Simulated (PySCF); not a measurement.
# How methods differ on the excitation energy of Ar+

Ar+ [Ne] 3s2 3p5 (2P) → Ar+ [Ne] 3s1 3p5 3d1 (high-spin determinant), as a difference of total energies. Calculation: PySCF 2.14, in aug-cc-pwCVTZ (8s7p5d3f, 75 functions); no relativity, point nucleus. Correlated levels: valence and next inner shell: 1s2 frozen. The calculations carry no spin-orbit coupling.

| method | excitation energy (eV) |
| --- | --- |
| UHF | 32.792 |
| MP2 (valence and next inner shell) | 31.985 |
| SCS-MP2 (valence and next inner shell) | 31.889 |
| CCSD (valence and next inner shell) | 30.972 |
| CCSD(T) (valence and next inner shell) | 30.275 |

Question: How much does correlation contribute at CCSD(T) (valence and next inner shell)?

Answer: 30.275 − (32.792) = -2.517 eV, measured against UHF.

The upper state lies above the first ionisation limit, where it may autoionise and the basis confines it.

The promoted electron is Rydberg-like, and one or two diffuse shells describe it only roughly, which tends to raise the upper state.

The coupled-cluster amplitudes are large for the upper state (T1 above 0.03 or a double amplitude above 0.15), so a single reference is strained.

The determinant of the upper state mixes LS terms, which raises its energy above the lowest term, most at the Hartree-Fock and MP2 levels.
